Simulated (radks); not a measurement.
Sb II, configuration [Kr] 4d10 5s2 5p2. All-electron calculation, Dirac Kohn-Sham, PBE, spin-unpolarised, spherical densities, finite nucleus; open shells fill j = l - 1/2 first; Fermi nuclear charge, rms radius 4.6802 fm. Program: a radial shooting solver on a logarithmic mesh with Libxc functionals.

Radial electron density D(r) = 4 pi r^2 rho(r):

r (bohr),D(r) (e/bohr)
0.004848,21.52
0.006466,31.15
0.008624,42.71
0.0115,54.57
0.01546,63.89
0.02063,66.79
0.02751,63.02
0.03669,58.05
0.04894,61.31
0.06527,74.95
0.08705,84.54
0.117,74.48
0.1561,59.77
0.2082,64.43
0.2777,68.85
0.3704,45.56
0.494,23.19
0.6642,24.05
0.8858,22.74
1.181,12.39
1.576,5.355
2.102,2.830
2.803,1.419
3.769,0.4325
5.027,0.07237
6.705,0.005340
8.942,0.0001319

D(r) has 4 maxima, at r = 0.0200, 0.0878, 0.256, 0.749 bohr, and minima at 0.0391, 0.168, 0.548 bohr, inside which lie 2.02, 11.17, 28.97 electrons.
